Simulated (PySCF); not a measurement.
C2H5O2, charge +1, singlet, geometry from GFN2-xTB, with bond 9-2 at 2.0 times its length; SVWN5/def2-SVP run with PySCF.

PySCF was given this input:
```python
from pyscf import gto, scf, dft

mol = gto.M(
    atom='''
C    -0.881858    0.008998   -0.074186
O    -0.719743   -1.145473    0.456747
O     0.058028    0.777845   -0.344421
H    -1.875885    0.395557   -0.326715
C     1.436644    0.478120   -0.100263
H     1.824079    1.265800    0.549056
H     1.576979   -0.502734    0.351032
H     1.952118    0.543528   -1.060560
H    -2.304841   -2.222184    0.813803
''',
    basis='def2-svp',
    charge=1,
    spin=0,
    verbose=4,
)

mf = dft.RKS(mol)
mf.xc = 'lda,vwn'
mf.level_shift = 1.0
mf.max_cycle = 100
mf.kernel()
```

It wrote (shortened):

```
PySCF version 2.14.0

[INPUT] verbose = 4
[INPUT] num. atoms = 9
[INPUT] num. electrons = 32
[INPUT] charge = 1
[INPUT] spin (= nelec alpha-beta = 2S) = 0
[INPUT] symmetry False subgroup None
[INPUT] Mole.unit = angstrom
[INPUT] Symbol           X                Y                Z      unit          X                Y                Z       unit  Magmom
[...]
nuclear repulsion = 127.788502521266
number of shells = 39
number of NR pGTOs = 131
number of NR cGTOs = 81
basis = def2-svp
ecp = {}

******** <class 'pyscf.dft.rks.RKS'> ********
method = RKS
initial guess = minao
damping factor = 0
level_shift factor = 1.0
DIIS = <class 'pyscf.scf.diis.CDIIS'>
diis_start_cycle = 1
diis_space = 8
diis_damp = 0
SCF conv_tol = 1e-09
SCF conv_tol_grad = None
SCF max_cycles = 100
direct_scf = True
direct_scf_tol = 1e-13
XC library pyscf.dft.libxc version 7.1.2
    S. Lehtola, C. Steigemann, M. J. T. Oliveira, and M. A. L. Marques,  SoftwareX 7, 1–5 (2018)
XC functionals = lda,vwn
    P. A. M. Dirac,  Math. Proc. Cambridge Philos. Soc. 26, 376 (1930)
    F. Bloch,  Z. Phys. 57, 545 (1929)
    S. H. Vosko, L. Wilk, and M. Nusair,  Can. J. Phys. 58, 1200 (1980)
radial grids:
    Treutler-Ahlrichs [JCP 102, 346 (1995); DOI:10.1063/1.469408] (M4) radial grids

becke partition: Becke, JCP 88, 2547 (1988); DOI:10.1063/1.454033
pruning grids: <function nwchem_prune>
grids dens level: 3
symmetrized grids: False
atomic radii adjust function: <function treutler_atomic_radii_adjust>
small_rho_cutoff = 0
Set gradient conv threshold to 3.16228e-05
Initial guess from minao.
tot grids = 105440
init E= -227.929623726734
[...]
cycle= 1 E= -226.958339574522  delta_E= 0.971  |g|= 1.06  |ddm|= 2.81
[...]
cycle= 2 E= -227.198282850666  delta_E= -0.24  |g|= 0.468  |ddm|= 0.922
[...]
cycle= 3 E= -227.23490149568  delta_E= -0.0366  |g|= 0.222  |ddm|= 0.28
[...]
cycle= 4 E= -227.244937087817  delta_E= -0.01  |g|= 0.124  |ddm|= 0.163
[...]
cycle= 5 E= -227.248865633215  delta_E= -0.00393  |g|= 0.0581  |ddm|= 0.0919
[...]
cycle= 6 E= -227.250304943414  delta_E= -0.00144  |g|= 0.0366  |ddm|= 0.0551
[...]
cycle= 7 E= -227.25110424773  delta_E= -0.000799  |g|= 0.0268  |ddm|= 0.037
[...]
cycle= 8 E= -227.251521077736  delta_E= -0.000417  |g|= 0.0241  |ddm|= 0.0262
[...]
cycle= 9 E= -227.25182106021  delta_E= -0.0003  |g|= 0.0221  |ddm|= 0.0191
[...]
cycle= 10 E= -227.252032562243  delta_E= -0.000212  |g|= 0.0206  |ddm|= 0.0147
[...]
cycle= 11 E= -227.25220034394  delta_E= -0.000168  |g|= 0.018  |ddm|= 0.012
[...]
cycle= 12 E= -227.252297501791  delta_E= -9.72e-05  |g|= 0.018  |ddm|= 0.00978
[...]
cycle= 13 E= -227.252371868509  delta_E= -7.44e-05  |g|= 0.0177  |ddm|= 0.00797
[...]
cycle= 14 E= -227.252436381788  delta_E= -6.45e-05  |g|= 0.0166  |ddm|= 0.00677
[...]
cycle= 15 E= -227.252493720257  delta_E= -5.73e-05  |g|= 0.0146  |ddm|= 0.0059
[...]
cycle= 16 E= -227.25253770787  delta_E= -4.4e-05  |g|= 0.0129  |ddm|= 0.00513
[...]
cycle= 17 E= -227.25257322349  delta_E= -3.55e-05  |g|= 0.0114  |ddm|= 0.0045
[...]
cycle= 18 E= -227.252595219817  delta_E= -2.2e-05  |g|= 0.0109  |ddm|= 0.00378
[...]
cycle= 19 E= -227.25261271394  delta_E= -1.75e-05  |g|= 0.0105  |ddm|= 0.0033
[...]
cycle= 20 E= -227.252625625985  delta_E= -1.29e-05  |g|= 0.0102  |ddm|= 0.00283
[...]
cycle= 21 E= -227.252636747519  delta_E= -1.11e-05  |g|= 0.00975  |ddm|= 0.00247
[...]
cycle= 22 E= -227.25264807334  delta_E= -1.13e-05  |g|= 0.00886  |ddm|= 0.00223
[...]
cycle= 23 E= -227.252657960392  delta_E= -9.89e-06  |g|= 0.00799  |ddm|= 0.00206
[...]
cycle= 24 E= -227.252665833426  delta_E= -7.87e-06  |g|= 0.00723  |ddm|= 0.0018
[...]
cycle= 25 E= -227.252672036503  delta_E= -6.2e-06  |g|= 0.00662  |ddm|= 0.00161
[...]
cycle= 26 E= -227.25267673866  delta_E= -4.7e-06  |g|= 0.00615  |ddm|= 0.00145
[...]
cycle= 27 E= -227.252680783828  delta_E= -4.05e-06  |g|= 0.00573  |ddm|= 0.00131
[...]
cycle= 28 E= -227.252684090509  delta_E= -3.31e-06  |g|= 0.00531  |ddm|= 0.00115
[...]
cycle= 29 E= -227.252687071085  delta_E= -2.98e-06  |g|= 0.00477  |ddm|= 0.00102
[...]
cycle= 30 E= -227.252689165725  delta_E= -2.09e-06  |g|= 0.00443  |ddm|= 0.000873
[...]
cycle= 31 E= -227.252690998173  delta_E= -1.83e-06  |g|= 0.0041  |ddm|= 0.000797
[...]
cycle= 32 E= -227.252692487754  delta_E= -1.49e-06  |g|= 0.00381  |ddm|= 0.000712
[...]
cycle= 33 E= -227.252693782042  delta_E= -1.29e-06  |g|= 0.00354  |ddm|= 0.000664
[...]
cycle= 34 E= -227.25269489061  delta_E= -1.11e-06  |g|= 0.00329  |ddm|= 0.000614
[...]
cycle= 35 E= -227.252695832477  delta_E= -9.42e-07  |g|= 0.00306  |ddm|= 0.000548
[...]
cycle= 36 E= -227.252696631334  delta_E= -7.99e-07  |g|= 0.0028  |ddm|= 0.000485
[...]
cycle= 37 E= -227.252697317604  delta_E= -6.86e-07  |g|= 0.00255  |ddm|= 0.000444
[...]
cycle= 38 E= -227.252697907622  delta_E= -5.9e-07  |g|= 0.00234  |ddm|= 0.000415
[...]
cycle= 39 E= -227.252698413249  delta_E= -5.06e-07  |g|= 0.00216  |ddm|= 0.000394
[...]
cycle= 40 E= -227.252698829127  delta_E= -4.16e-07  |g|= 0.00199  |ddm|= 0.000357
[...]
cycle= 41 E= -227.2526991628  delta_E= -3.34e-07  |g|= 0.00184  |ddm|= 0.000315
[...]
cycle= 42 E= -227.252699453302  delta_E= -2.91e-07  |g|= 0.00169  |ddm|= 0.000286
[...]
cycle= 43 E= -227.252699686641  delta_E= -2.33e-07  |g|= 0.00156  |ddm|= 0.000256
[...]
cycle= 44 E= -227.252699875625  delta_E= -1.89e-07  |g|= 0.00144  |ddm|= 0.000227
[...]
cycle= 45 E= -227.25270003542  delta_E= -1.6e-07  |g|= 0.00134  |ddm|= 0.000207
[...]
cycle= 46 E= -227.252700170751  delta_E= -1.35e-07  |g|= 0.00125  |ddm|= 0.000188
[...]
cycle= 47 E= -227.252700285509  delta_E= -1.15e-07  |g|= 0.00116  |ddm|= 0.000174
[...]
cycle= 48 E= -227.25270038418  delta_E= -9.87e-08  |g|= 0.00108  |ddm|= 0.000157
[...]
cycle= 49 E= -227.252700469823  delta_E= -8.56e-08  |g|= 0.000999  |ddm|= 0.000143
[...]
cycle= 50 E= -227.25270054787  delta_E= -7.8e-08  |g|= 0.000918  |ddm|= 0.000139
[...]
cycle= 51 E= -227.252700617272  delta_E= -6.94e-08  |g|= 0.000839  |ddm|= 0.000131
[...]
cycle= 52 E= -227.252700675627  delta_E= -5.84e-08  |g|= 0.00077  |ddm|= 0.000121
[...]
cycle= 53 E= -227.252700724408  delta_E= -4.88e-08  |g|= 0.000706  |ddm|= 0.000111
[...]
cycle= 54 E= -227.252700764895  delta_E= -4.05e-08  |g|= 0.000649  |ddm|= 0.000101
[...]
cycle= 55 E= -227.252700798603  delta_E= -3.37e-08  |g|= 0.000596  |ddm|= 9.18e-05
[...]
cycle= 56 E= -227.252700825493  delta_E= -2.69e-08  |g|= 0.000552  |ddm|= 8.23e-05
[...]
cycle= 57 E= -227.25270084846  delta_E= -2.3e-08  |g|= 0.000511  |ddm|= 7.55e-05
[...]
cycle= 58 E= -227.252700868003  delta_E= -1.95e-08  |g|= 0.000472  |ddm|= 6.88e-05
[...]
cycle= 59 E= -227.252700885125  delta_E= -1.71e-08  |g|= 0.000436  |ddm|= 6.46e-05
[...]
cycle= 60 E= -227.252700899426  delta_E= -1.43e-08  |g|= 0.000403  |ddm|= 5.93e-05
[...]
cycle= 61 E= -227.252700911719  delta_E= -1.23e-08  |g|= 0.000372  |ddm|= 5.47e-05
[...]
cycle= 62 E= -227.252700922528  delta_E= -1.08e-08  |g|= 0.000341  |ddm|= 5.13e-05
[...]
cycle= 63 E= -227.252700931774  delta_E= -9.25e-09  |g|= 0.000313  |ddm|= 4.75e-05
[...]
cycle= 64 E= -227.252700939533  delta_E= -7.76e-09  |g|= 0.000287  |ddm|= 4.37e-05
[...]
cycle= 65 E= -227.252700946166  delta_E= -6.63e-09  |g|= 0.000262  |ddm|= 4.04e-05
[...]
cycle= 66 E= -227.252700951675  delta_E= -5.51e-09  |g|= 0.000241  |ddm|= 3.72e-05
[...]
cycle= 67 E= -227.252700956215  delta_E= -4.54e-09  |g|= 0.000222  |ddm|= 3.41e-05
[...]
cycle= 68 E= -227.252700959918  delta_E= -3.7e-09  |g|= 0.000205  |ddm|= 3.08e-05
[...]
cycle= 69 E= -227.252700963163  delta_E= -3.24e-09  |g|= 0.000189  |ddm|= 2.86e-05
[...]
cycle= 70 E= -227.252700965993  delta_E= -2.83e-09  |g|= 0.000173  |ddm|= 2.66e-05
[...]
cycle= 71 E= -227.252700968336  delta_E= -2.34e-09  |g|= 0.000159  |ddm|= 2.42e-05
[...]
cycle= 72 E= -227.252700970262  delta_E= -1.93e-09  |g|= 0.000146  |ddm|= 2.21e-05
[...]
cycle= 73 E= -227.252700971886  delta_E= -1.62e-09  |g|= 0.000135  |ddm|= 2.04e-05
[...]
cycle= 74 E= -227.252700973219  delta_E= -1.33e-09  |g|= 0.000125  |ddm|= 1.85e-05
[...]
cycle= 75 E= -227.252700974377  delta_E= -1.16e-09  |g|= 0.000116  |ddm|= 1.72e-05
[...]
cycle= 76 E= -227.252700975381  delta_E= -1e-09  |g|= 0.000106  |ddm|= 1.59e-05
[...]
cycle= 77 E= -227.25270097623  delta_E= -8.49e-10  |g|= 9.77e-05  |ddm|= 1.46e-05
[...]
cycle= 78 E= -227.252700976955  delta_E= -7.25e-10  |g|= 8.99e-05  |ddm|= 1.36e-05
[...]
cycle= 79 E= -227.252700977573  delta_E= -6.18e-10  |g|= 8.27e-05  |ddm|= 1.26e-05
[...]
cycle= 80 E= -227.25270097809  delta_E= -5.17e-10  |g|= 7.62e-05  |ddm|= 1.17e-05
[...]
cycle= 81 E= -227.252700978536  delta_E= -4.46e-10  |g|= 7.01e-05  |ddm|= 1.08e-05
[...]
cycle= 82 E= -227.252700978908  delta_E= -3.72e-10  |g|= 6.45e-05  |ddm|= 9.93e-06
[...]
cycle= 83 E= -227.252700979225  delta_E= -3.17e-10  |g|= 5.93e-05  |ddm|= 9.11e-06
[...]
cycle= 84 E= -227.252700979486  delta_E= -2.61e-10  |g|= 5.47e-05  |ddm|= 8.38e-06
[...]
cycle= 85 E= -227.252700979712  delta_E= -2.25e-10  |g|= 5.05e-05  |ddm|= 7.73e-06
[...]
cycle= 86 E= -227.252700979903  delta_E= -1.91e-10  |g|= 4.67e-05  |ddm|= 7.12e-06
[...]
cycle= 87 E= -227.252700980056  delta_E= -1.53e-10  |g|= 4.32e-05  |ddm|= 6.52e-06
[...]
cycle= 88 E= -227.252700980191  delta_E= -1.35e-10  |g|= 4.01e-05  |ddm|= 6.01e-06
[...]
cycle= 89 E= -227.252700980309  delta_E= -1.17e-10  |g|= 3.7e-05  |ddm|= 5.64e-06
[...]
cycle= 90 E= -227.252700980408  delta_E= -9.96e-11  |g|= 3.41e-05  |ddm|= 5.22e-06
[...]
cycle= 91 E= -227.252700980497  delta_E= -8.92e-11  |g|= 3.15e-05  |ddm|= 4.88e-06
[...]
Extra cycle  E= -227.252700969111  delta_E= 1.14e-08  |g|= 0.000201  |ddm|= 0.000231
SCF not converged.
SCF energy = -227.252700969111
```

The run did not converge; its last values are not results.
